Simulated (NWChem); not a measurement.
# H4SSi in NWChem

SMILES: [SiH3]S
```xyz
6

Si     0.9643     0.3744     0.0000
S     -1.0100    -0.4740     0.0000
H      1.2116     1.2106     1.2123
H      1.8853    -0.7965     0.0000
H      1.2116     1.2106    -1.2123
H     -1.6493     0.7167     0.0000
```
Charge 0, spin multiplicity 1.

Program: NWChem. All single points use one geometry, from PBE0/def2-SVP, a minimum by its harmonic frequencies.

Symmetry labels belong to the abelian group Cs used in the runs, with the axes of the coordinates shown.

The structure started from a generated list of species.

### Question
List the lowest 3 singlet excitations that TD-PBE/def2-SVPD gives, with oscillator strengths.

### Answer
```
state  symmetry  energy (eV)  wavelength (nm)      f
-----  --------  -----------  ---------------  -----
1            a"         5.47              226  0.025
2            a"         5.71              217  0.002
3            a"         6.48              191  0.000
```
